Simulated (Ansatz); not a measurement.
Reaction (formal exchange of groups at the Al–Cl bond): `[OH][AlH][Cl]` + `C=C[Si](C)(O)F` → `C[Si](O)(F)[AlH][OH]` + `C=CCl`

Computed with Ansatz on PBE0-D4/def2-TZVP structures; ΔE is electronic, products minus reactants. CBS: MP2 limit from def2 TZ/QZ plus the TZ coupled-cluster correction, frozen cores. This one scheme is used for every species. Functionals use def2-TZVPP. B3LYP here is the variant with VWN-RPA as its local correlation; programs differ in this. One conformer a species, not always the lowest.

(1) Is it downhill or uphill in electronic energy at CCSD(T)/CBS, and by how much? (Estimate.)

(2) What do these levels give: PBE-D4, PBE0-D4, B3LYP-D4, ωB97M-V, B2PLYP, r2SCAN, B3LYP, HF/def2-TZVPP, MP2/def2-TZVPP, CCSD/def2-TZVPP, HF/def2-QZVPP, MP2/def2-QZVPP? (Estimate.)

Largest T1 diagnostic among the species: 0.013.

Results:

(1) Ansatz gave: Uphill: ΔE = +60.9 kcal/mol.

(2) The calculation gave: PBE-D4 53.4, PBE0-D4 56.9, B3LYP-D4 58.7, ωB97M-V 61.6, B2PLYP 60.3, r2SCAN 60.0, B3LYP 58.0, HF/def2-TZVPP 65.4, MP2/def2-TZVPP 63.1, CCSD/def2-TZVPP 61.6, HF/def2-QZVPP 65.3, MP2/def2-QZVPP 63.1 kcal/mol.

From PBE to PBE0 (25 % exact exchange), in def2-TZVPP and without D4, ΔE moves by +3.7 kcal/mol. In def2-TZVPP, CCSD(T) changes the Hartree–Fock value by −4.6 kcal/mol (the triples alone add −0.8 kcal/mol) and MP2 by −2.3 kcal/mol.
